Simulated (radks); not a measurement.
Values are calculated unless marked as measured or tabulated.
Spherical quantum dot in the effective-mass picture: electrons in a parabolic well V = omega^2 r^2 / 2 with omega = 0.447, with a point charge +2 (a donor) at the centre, all in effective atomic units (hartree* = m*/eps^2 hartree, bohr* = eps/m* bohr), one dielectric constant everywhere. Level of theory: non-relativistic Kohn-Sham, LDA (Slater exchange, Perdew-Wang correlation), spin-polarised, spherical densities (a radial shooting solver with Libxc functionals). Levels are named by radial order and angular momentum (1s, 1p, 1d, 2s, ...), and open shells are averaged over m. Results are scaled to m* = 0.053 and eps = 9.3, for which hartree* = 16.67 meV and bohr* = 9.286 nm.

N = 4, configuration 1s2 1p(up 2, down 0). This is the lowest configuration that the search found. Occupied and some empty levels:

| level | occupation | eigenvalue (meV) | <r> (nm) |
|---|---|---|---|
| 1s up | 1 | 8.7549 | 8.645 |
| 1s down | 1 | 9.4313 | 8.353 |
| 1p up | 2 | 25.644 | 20.47 |
| 2s up | 0 | 26.964 | 22.00 |
| 1p down | 0 | 27.211 | 20.67 |
| 2s down | 0 | 28.258 | 22.44 |
| 1d up | 0 | 33.305 | 25.37 |
| 1d down | 0 | 34.695 | 25.85 |
| 1f up | 0 | 40.579 | 29.03 |
| 1f down | 0 | 41.703 | 29.56 |

Energy (meV): total -3.76302, kinetic 67.647, external -126.20, Hartree 81.600, exchange-correlation -26.811.

Electron density:

| r (nm) | n(r) (e/nm^3) |
|---|---|
| 1.52 | 0.002396 |
| 3.21 | 0.001206 |
| 4.90 | 0.0006347 |
| 6.59 | 0.0003519 |
| 8.28 | 0.0002077 |
| 9.97 | 0.0001317 |
| 11.7 | 0.00009013 |
| 13.4 | 0.00006596 |
| 15.0 | 0.00005073 |
| 16.7 | 0.00004010 |
| 18.4 | 0.00003194 |
| 20.1 | 0.00002522 |
| 21.8 | 0.00001959 |
| 23.5 | 0.00001485 |
| 25.2 | 0.00001094 |
| 26.9 | 7.817e-06 |
| 28.6 | 5.407e-06 |
| 30.3 | 3.620e-06 |
| 32.0 | 2.344e-06 |
| 33.6 | 1.467e-06 |
